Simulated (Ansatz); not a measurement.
Basis-set extrapolation for C₂H₁₀AlBSi (`[CH3][Al]([CH3])[BH][SiH3]`) (PBE0-D4/def2-TZVP geometry, frozen core, the Gaussian-basis code of Ansatz). Multiplicity 1, RHF reference.

|  | def2-TZVPP | def2-QZVPP |
| --- | --- | --- |
| HF | -637.111100 | -637.132077 |
| MP2 correlation | -0.660216 | -0.703528 |
| CCSD(T) correlation | -0.763333 | not run |

Energies in hartree. Use E(X) = E(∞) + A·exp(−7.88·√X) for Hartree–Fock and E(X) = E(∞) + B·X^(−2.97) for correlation, with X = 3 and 4, and add CCSD(T) minus MP2 of the smaller set to the MP2 limit.

Problem. What is the CCSD(T) energy at the basis-set limit?

Solution. HF limit: -637.132077 + (-0.020977) × 0.13774 = -637.13497. MP2 limit: -0.703528 + (-0.043312) × 0.74074 = -0.73561. Higher-order term: -0.763333 − (-0.660216) = -0.10312. Total: -637.97370 hartree, 2.70 eV below CCSD(T)/def2-TZVPP.
